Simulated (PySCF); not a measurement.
AlBr3, singlet, geometry from GFN2-xTB (such geometries of metal compounds can be far from the true shape).

The PySCF input:
```python
from pyscf import gto, scf, dft

mol = gto.M(
    atom='''
Al   -0.00000000   -0.00000000    0.00000000
Br   -1.79907489   -1.33890033   -0.10448629
Br   -0.01545118    1.98485471   -1.04897808
Br    1.81452607   -0.64595437    1.15346437
''',
    basis='sto-3g',
    verbose=4,
)

mf = dft.RKS(mol)
mf.xc = 'r2scan'
mf.kernel()
mf.analyze()
```

### Question
Predict the HOMO energy from R2SCAN/STO-3G (PySCF).

### Answer
-4.47 eV

### Question
Estimate the nuclear repulsion energy that R2SCAN/STO-3G returns for this input.

### Answer
821.8599 Eh

### Question
Predict the dipole moment from R2SCAN/STO-3G.

### Answer
0.00 D

### Question
Predict the total energy from R2SCAN/STO-3G.

### Answer
-7877.9801 Eh
